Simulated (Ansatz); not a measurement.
`BCSBO`. Charge 0, multiplicity 1.

Z-matrix (Å, degrees):
```
B
S 1 2.144
C 1 1.549 2 57.4
H 1 1.194 2 107.0 3 114.8
H 1 1.199 2 109.2 3 -113.9
B 2 1.836 1 98.1 3 101.4
H 3 1.088 1 123.3 2 -106.9
H 3 1.087 1 119.5 2 102.4
O 6 1.339 2 125.1 1 -35.3
H 6 1.193 2 115.2 1 145.5
H 9 0.965 6 114.3 2 9.5
```

(1) Give the diagnostics of a CCSD(T)/def2-TZVPP run (frozen core, the Gaussian-basis code of Ansatz). (An estimate is asked.)

Results:

(1) Ansatz gave: T1 = 0.0136, largest single amplitude 0.029, largest double 0.020, (T) share of the correlation energy 4.2 %, 10 CCSD cycles. The RHF solution is stable towards an unrestricted one. T1 lies under the customary mark of 0.02 for closed shells.
